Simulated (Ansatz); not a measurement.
One change: `FCCC(F)(F)CF` becomes `FCC(F)(F)F`.

Ansatz, PBE0-D4/def2-TZVP geometries, multiplicity 1. Each molecule was computed in one conformer, which needn't be the lowest.

```
                                        property  `FCCC(F)(F)CF`
           HOMO energy (ωB97M-V/def2-TZVPP) / eV          -12.01
         HOMO–LUMO gap (ωB97M-V/def2-TZVPP) / eV           14.46
               LUMO energy (PBE/def2-TZVPP) / eV           -0.07
            HOMO–LUMO gap (PBE0/def2-TZVPP) / eV           10.52
size of the dipole moment (B3LYP/def2-TZVPP) / D            1.90
           LUMO energy (ωB97M-V/def2-TZVPP) / eV            2.45
```

Q: What does the change do to each property? (Best estimate.)

A: Ansatz gave: 
```csv
property,`FCC(F)(F)F`,shift
HOMO energy (ωB97M-V/def2-TZVPP) / eV,-12.93,-0.92
HOMO–LUMO gap (ωB97M-V/def2-TZVPP) / eV,15.78,1.32
LUMO energy (PBE/def2-TZVPP) / eV,0.18,0.25
HOMO–LUMO gap (PBE0/def2-TZVPP) / eV,11.74,1.22
size of the dipole moment (B3LYP/def2-TZVPP) / D,1.98,0.08
LUMO energy (ωB97M-V/def2-TZVPP) / eV,2.85,0.40
```

With PBE0 the HOMO falls by 0.88 eV and the LUMO rises by 0.33 eV, so the gap widens by about 1.21 eV. PBE moves the HOMO by -0.75 eV and ωB97M-V by -0.92 eV. The zero-point energy changes by -150.2 kJ/mol with -18 modes. Dipoles are sizes alone; their direction can turn.

B3LYP here is the variant with VWN-RPA as its local correlation; programs differ in this.
